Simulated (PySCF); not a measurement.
Species: C₈H₉O (doublet state).
Z-matrix (Å and degrees, GFN2-xTB geometry), rows numbered from 1:
```
C 
C   1  1.5110
O   2  1.2121  1  121.13
C   2  1.4852  1  117.82  3   179.71
C   4  1.3353  2  123.07  1     0.62
C   5  1.5073  4  123.81  2   179.09
C   6  1.4639  5  109.05  4   -13.88
C   7  1.2958  6  129.26  5    13.64
C   4  1.5035  2  114.16  1  -179.88
H   1  1.0871  2  108.81  3     1.10
H   1  1.0873  2  110.34  3   120.86
H   1  1.0874  2  110.34  3  -118.76
H   5  1.0803  4  121.48  2     0.98
H   6  1.0950  5  109.01  4  -135.67
H   6  1.0965  5  109.87  4   107.44
H   8  1.0786  7  124.04  6  -179.17
H   9  1.0934  4  109.33  2   -42.07
H   9  1.0954  4  109.62  2    74.79
```

The hyperfine couplings belong to this conformer and change with its torsions.

Identity: `CC(=O)C1=CC[C]=CC1` [radical].

The calculation used UKS B3LYP, pcH-1 on C H O, non-relativistic, mean-field spin-orbit, GIAO in PySCF. The structure is a single GFN2-xTB conformer in the gas phase; no vibrational or solvent corrections. Couplings are sensitive to structure, and on GFN2-xTB geometries they can be far from those on DFT ones. The SCF solution wasn't tested for stability.

The isotropic 1H couplings, averaged over equivalent nuclei, are +83.8, +19.6, +16.4, -6.0, +0.1 MHz. Assign them to H10/H11/H12; H13; H14/H15; H16; H17/H18.

```json
{"site": "H10/H11/H12", "a_iso (MHz)": "+0.1", "ρ(0) (bohr⁻³)": "0.0000", "position": "6 bonds from C7", "distance from C7 (Å)": "5.51", "bound to": "C1", "spin population there": "0.00", "largest |T| (MHz)": "1.1"}
{"site": "H13", "a_iso (MHz)": "+16.4", "ρ(0) (bohr⁻³)": "+0.0037", "position": "3 bonds from C7", "distance from C7 (Å)": "3.38", "bound to": "C5", "spin population there": "+0.05", "largest |T| (MHz)": "5.0"}
{"site": "H14/H15", "a_iso (MHz)": "+19.6", "ρ(0) (bohr⁻³)": "+0.0044", "position": "2 bonds from C7", "distance from C7 (Å)": "2.12", "bound to": "C6", "spin population there": "-0.03", "largest |T| (MHz)": "12.1"}
{"site": "H16", "a_iso (MHz)": "+83.8", "ρ(0) (bohr⁻³)": "+0.0187", "position": "2 bonds from C7, on C8 of spin population -0.14", "distance from C7 (Å)": "2.10", "bound to": "C8", "spin population there": "-0.14", "largest |T| (MHz)": "11.9"}
{"site": "H17/H18", "a_iso (MHz)": "-6.0", "ρ(0) (bohr⁻³)": "-0.0013", "position": "3 bonds from C7", "distance from C7 (Å)": "3.15", "bound to": "C9", "spin population there": "+0.08", "largest |T| (MHz)": "5.6"}
```

ρ(0) is the spin density at the nucleus and T the dipolar tensor; entries for several nuclei are means. Largest spin populations (Mulliken): C7 (+1.00), C8 (-0.14) and C9 (+0.08). No atom but C7 exceeds +0.15.

Nuclei that the bonding pattern makes equivalent are averaged, as if the motion that swaps them (rotation, inversion, ring flip) were fast. The 1H value of +19.6 MHz is a mean of couplings from 8.6 to 30.5 MHz in this one geometry, not an average over conformers. The 1H value of -6.0 MHz is a mean of couplings from -14.2 to 2.2 MHz in this one geometry, not an average over conformers.

The run took 2.3 min (grids of density and orbitals included) on Arm Neoverse V1, one thread, no GPU, on a shared host, and the process peaked at 1.1 GiB of memory.
